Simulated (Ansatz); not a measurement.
`OC1([SiH3])N=C1F` + H₂O → `OC1(O)N=C1F` + SiH₄ at 600 K and 1 bar (formal hydrolysis of a C–Si bond).

Calculated with Ansatz (gas phase, PBE0-D4/def2-TZVP geometries, no zero-point term in ΔE). CCSD(T)/CBS is the MP2 limit (def2-TZVPP, def2-QZVPP) plus CCSD(T) − MP2 in def2-TZVPP, frozen cores. This one scheme is used for every species. Each species was taken in one conformer, which may not be the lowest.

```tsv
species	CCSD(T)/CBS energy (Eh)	H − E (kJ/mol)	S (J/(mol·K))
`OC1([SiH3])N=C1F`	-597.15147	214.5	445.9
H₂O	-76.37941	76.8	212.8
`OC1(O)N=C1F`	-382.05478	176.2	391.0
SiH₄	-291.46306	108.7	242.3
```

H − E and S are ideal-gas, rigid-rotor, harmonic terms from PBE0-D4/def2-TZVP, for one conformer and one mirror image of each species. 1 Eh = 2625.50 kJ/mol, R = 8.31446 J/(mol·K).

**Question.** By hand: ΔE, ΔH, ΔS and ΔG.

**Answer.** ΔE = (-382.05478) + (-291.46306) − (-597.15147) − (-76.37941) = 0.01304 Eh = 34.2 kJ/mol. Δ(H − E) = 176.2 + 108.7 − 214.5 − 76.8 = -6.4, so ΔH = 27.8 kJ/mol. ΔS = 391.0 + 242.3 − 445.9 − 212.8 = -25.4 J/(mol·K). ΔG = 27.8 − 600 × (-25.4)/1000 = 43.0 kJ/mol.

**Question.** By hand: the equilibrium constant, and the temperature at which ΔG would vanish if ΔH and ΔS stayed fixed.

**Answer.** log₁₀ K = −ΔG/(RT ln 10) = -3.7. ΔH and −TΔS have one sign here, so there is no such temperature.

TΔS isn't small against ΔH here. A doubt of 5 kJ/mol in ΔE shifts log₁₀ K by 0.4 here. Other conformers and mirror images would add mixing entropy, several J/(mol·K) or more a flexible species. These are equilibria of isolated gas molecules and say nothing of rates. Largest T1 diagnostic: 0.013 (customary marks: 0.02 for closed shells, 0.045 for open ones).
